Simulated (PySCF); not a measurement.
CH3FO3Si, SMILES O=CO[Si@@H](O)F.

The structure is a stationary point at PBE0-D3(BJ)/def2-SVP. The structure was generated by enumeration; whether it is a known compound was not checked. The values are those of a single conformer.

These are PBE/def2-TZVP (PySCF) values and carry that method's errors.

The molecule is in vacuum.

Computed frontier levels, gap, dipole moment and polarisability:
- highest occupied level: -7.30 eV
- lowest empty level: -1.95 eV
- orbital gap: 5.35 eV
- dipole moment: 1.86 D
- quadrupole, principal values (traceless, Buckingham form, about the centre of nuclear charge): -3.81, -0.01, 3.82 D·Å
- mean static polarisability: 44.4 bohr³ (6.57 Å³)
- polarisability, principal values: 35.0, 45.6, 52.4 bohr³
